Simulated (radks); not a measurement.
Question: All-electron atom: a nucleus of charge 16.6 with 15 electrons in [Ne] 3s2 3p3. Method: non-relativistic Kohn-Sham, SCAN, spin-unpolarised, spherical densities, point nucleus; meta-GGA in the generalised Kohn-Sham scheme; computed with a radial shooting solver on a logarithmic mesh with Libxc functionals. Some entries of the table are withheld. Estimate them.

| orbital | occ. | eigenvalue (hartree) | <1/r> (bohr^-1) | r(max) (bohr) |
|---|---|---|---|---|
| 1s | 2 | -96.87686 | 16.15 | (1) |
| 2s | 2 | (2) | 3.207 | 0.3730 |
| 2p | 6 | -7.39881 | 3.106 | (3) |
| 3s | 2 | -1.40649 | 0.8968 | 1.311 |
| 3p | 3 | -0.93808 | (4) | 1.425 |

Answer: 
(1) 1s r(max) (bohr): 0.06140
(2) 2s eigenvalue (hartree): -9.57632
(3) 2p r(max) (bohr): 0.3118
(4) 3p <1/r> (bohr^-1): 0.7889
